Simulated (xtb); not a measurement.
xtb input (GFN2-xTB):

```bash
xtb mol.xyz --gfn 2 --sp --chrg 1 --uhf 0
```
mol.xyz:
```
13

B      0.03858578     0.33162722     0.80181897
O      0.83811450    -0.14771101    -0.34356301
C      2.33184364    -0.18772444    -0.41652272
O     -1.26151538     0.30861909     0.72559329
C     -2.12423639    -0.12932202    -0.34616118
H      0.69428098     0.70201061     1.70706856
H      2.62725119     0.44658002    -1.24567083
H      2.61626317    -1.22572266    -0.55348832
H      2.67612157     0.20329085     0.53362965
H     -1.96249705    -1.18906770    -0.54671587
H     -3.14375078     0.01828517    -0.00572863
H     -1.95155129     0.47680384    -1.23623646
H      0.39251685    -0.47530206    -1.14209175
```

End of the output:

```
         :::::::::::::::::::::::::::::::::::::::::::::::::::::
         ::                     SUMMARY                     ::
         :::::::::::::::::::::::::::::::::::::::::::::::::::::
         :: total energy             -17.334255743591 Eh    ::
         :: gradient norm              0.042540177999 Eh/a0 ::
         :: HOMO-LUMO gap              6.316966147402 eV    ::
         ::.................................................::
         :: SCC energy               -17.499662394059 Eh    ::
         :: -> isotropic ES            0.131191773184 Eh    ::
         :: -> anisotropic ES         -0.000342857034 Eh    ::
         :: -> anisotropic XC          0.006789666698 Eh    ::
         :: -> dispersion             -0.004409797568 Eh    ::
         :: repulsion energy           0.165406650468 Eh    ::
         :: add. restraining           0.000000000000 Eh    ::
         :: total charge               1.000000000000 e     ::
         :::::::::::::::::::::::::::::::::::::::::::::::::::::

           -------------------------------------------------
          |                Property Printout                |
           -------------------------------------------------

    * Orbital Energies and Occupations

         #    Occupation            Energy/Eh            Energy/eV
      -------------------------------------------------------------
         1        2.0000           -0.9562581             -26.0211
       ...           ...                  ...                  ...
         3        2.0000           -0.8679005             -23.6168
         4        2.0000           -0.8502094             -23.1354
         5        2.0000           -0.8180533             -22.2604
         6        2.0000           -0.7813682             -21.2621
         7        2.0000           -0.7690213             -20.9261
         8        2.0000           -0.7381262             -20.0854
         9        2.0000           -0.7258527             -19.7515
        10        2.0000           -0.7155736             -19.4717
        11        2.0000           -0.6853683             -18.6498
        12        2.0000           -0.6703901             -18.2422
        13        2.0000           -0.6555029             -17.8371
        14        2.0000           -0.6312736             -17.1778
        15        2.0000           -0.6232962             -16.9608 (HOMO)
        16                         -0.3911519             -10.6438 (LUMO)
        17                         -0.3165500              -8.6138
        18                         -0.1915224              -5.2116
        19                         -0.1145886              -3.1181
        20                         -0.0535936              -1.4584
        21                         -0.0149745              -0.4075
        22                         -0.0059153              -0.1610
        23                          0.0295542               0.8042
        24                          0.0412047               1.1212
        25                          0.0457998               1.2463
        26                          0.0917994               2.4980
       ...                                ...                  ...
        28                          0.3742024              10.1826
      -------------------------------------------------------------
                  HL-Gap            0.2321442 Eh            6.3170 eV
             Fermi-level           -0.5072240 Eh          -13.8023 eV

     #   Z          covCN         q      C6AA      α(0)
     1   5 B        2.511     0.395    17.251     7.227
     2   8 O        2.418    -0.213    17.502     5.650
     3   6 C        3.611    -0.026    21.562     6.704
     4   8 O        1.635    -0.221    17.689     5.677
     5   6 C        3.627    -0.007    21.134     6.622
     6   1 H        0.936     0.018     2.761     2.598
     7   1 H        0.925     0.127     1.554     1.950
     8   1 H        0.925     0.127     1.554     1.950
     9   1 H        0.925     0.136     1.487     1.907
    10   1 H        0.924     0.083     1.948     2.183
    11   1 H        0.925     0.122     1.598     1.977
    12   1 H        0.924     0.083     1.948     2.183
    13   1 H        0.804     0.374     0.536     1.150

 Mol. C6AA /au·bohr⁶  :       1012.232991
 Mol. C8AA /au·bohr⁸  :      21992.695319
 Mol. α(0) /au        :         47.776673

Wiberg/Mayer (AO) data.
largest (>0.10) Wiberg bond orders for each atom

 ---------------------------------------------------------------------------
     #   Z sym  total        # sym  WBO       # sym  WBO       # sym  WBO
 ---------------------------------------------------------------------------
     1   5 B    3.305 --     4 O    1.475     6 H    0.952     2 O    0.806
     2   8 O    2.568 --     3 C    0.862    13 H    0.826     1 B    0.806
     3   6 C    3.811 --     7 H    0.974     8 H    0.974     9 H    0.971
                             2 O    0.862
     4   8 O    2.494 --     1 B    1.475     5 C    0.925
     5   6 C    3.889 --    12 H    0.975    10 H    0.975    11 H    0.973
                             4 O    0.925
     6   1 H    1.000 --     1 B    0.952
     7   1 H    0.984 --     3 C    0.974
     8   1 H    0.984 --     3 C    0.974
     9   1 H    0.981 --     3 C    0.971
    10   1 H    0.993 --     5 C    0.975
    11   1 H    0.985 --     5 C    0.973
    12   1 H    0.993 --     5 C    0.975
    13   1 H    0.860 --     2 O    0.826
 ---------------------------------------------------------------------------

Topologies differ in total number of bonds
Writing topology from bond orders to xtbtopo.mol

molecular dipole:
                 x           y           z       tot (Debye)
 q only:        1.047      -0.365      -0.865
   full:        1.005      -0.543      -1.297       4.392
molecular quadrupole (traceless):
                xx          xy          yy          xz          yz          zz
 q only:       11.399      -0.051      -7.322       0.184       1.620      -4.076
  q+dip:        8.877       0.069      -5.399       0.400       0.957      -3.477
   full:        9.213      -0.013      -5.387       0.205       0.778      -3.826

           -------------------------------------------------
          | TOTAL ENERGY              -17.334255743591 Eh   |
Note: The following floating-point exceptions are signalling: IEEE_UNDERFLOW_FLAG IEEE_DENORMAL
normal termination of xtb
          | GRADIENT NORM               0.042540177999 Eh/α |
          | HOMO-LUMO GAP               6.316966147402 eV   |
           -------------------------------------------------

------------------------------------------------------------------------
------------------------------------------------------------------------
 total:
 SCF:
```

It need not be the lowest isomer of its formula.
